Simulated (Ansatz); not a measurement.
Stepwise reaction of `[NH2][Ga]([Cl])[Cl]` with hydrogen sulfide, as a gas-phase model of exchange steps in deposition or etching. ΔE in kJ/mol; ΔG adds harmonic PBE0-D4 terms to CCSD(T)/CBS, at 1 bar.

Gas-phase electronic energies from Ansatz, PBE0-D4/def2-TZVP geometries. CCSD(T)/CBS is the MP2 limit (def2-TZVPP, def2-QZVPP) plus CCSD(T) − MP2 in def2-TZVPP, frozen cores. This one scheme is used for every species. DFT in def2-TZVPP. B3LYP here is the variant with VWN-RPA as its local correlation; programs differ in this. For Ga outer-core shells are correlated without core-valence functions, which leaves a few kJ/mol of doubt a bond. Scalar relativity is left out up to krypton. Each species was taken in one conformer, which may not be the lowest.

| step | reaction | PBE-D4 | B3LYP-D4 | ωB97M-V | CCSD(T)/CBS | ΔG(600 K) |
| --- | --- | --- | --- | --- | --- | --- |
| 1 | `[NH2][Ga]([Cl])[Cl]` + H₂S → `[NH2][Ga]([SH])[Cl]` + HCl | 20.5 | 25.9 | 27.2 | 24.0 | 28.4 |
| 2 | `[NH2][Ga]([SH])[Cl]` + H₂S → `[NH2][Ga]([SH])[SH]` + HCl | 28.4 | 33.4 | 34.9 | 31.0 | 31.7 |

(1) By hand: ΔE of the 2 steps together at CCSD(T)/CBS.

Answers

(1) (24.0) + (31.0) = 55.0 kJ/mol, or 27.5 kJ/mol a step.

In ΔE each step is higher than the one before. All are uphill at CCSD(T)/CBS. ΔG lies between 28.4 and 31.7 kJ/mol a step. PBE-D4 differs from CCSD(T)/CBS by -3.5 to -2.6 kJ/mol a step. Isolated molecules leave out the surface, adducts and barriers. Largest T1 diagnostic: 0.012.
